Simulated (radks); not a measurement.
Values are calculated unless marked as measured or tabulated.
Spherical jellium clusters: N electrons in a uniform positive sphere of charge N and radius rs N^(1/3), rs = 4.96 bohr. Level of theory: non-relativistic Kohn-Sham, LDA (Slater exchange, Perdew-Wang correlation), spin-polarised, spherical densities (a radial shooting solver with Libxc functionals). Levels are named by radial order and angular momentum (1s, 1p, 1d, 2s, ...), and open shells are averaged over m.

N = 10, configuration 1s2 1p6 1d(up 2, down 0). This is the lowest configuration that the search found. Occupied and some empty levels:

level    occupation  eigenvalue (eV)  <r> (bohr)
1s up             1          -3.7780       7.033
1s down           1          -3.6299       6.869
1p up             3          -3.0661       8.245
1p down           3          -2.8829       8.210
1d up             2          -2.1501       9.265
1d down           0          -1.9594       9.318
2s up             0          -1.6609       8.340
2s down           0          -1.5703       8.463
1f up             0          -1.1117       10.37
1f down           0         -0.93452       10.53
2p up             0         -0.73575       11.25
2p down           0         -0.65025       11.52

Energy (eV): total -17.4828, kinetic 12.066, external -302.04, Hartree 149.70, exchange-correlation -29.991, background 152.79.
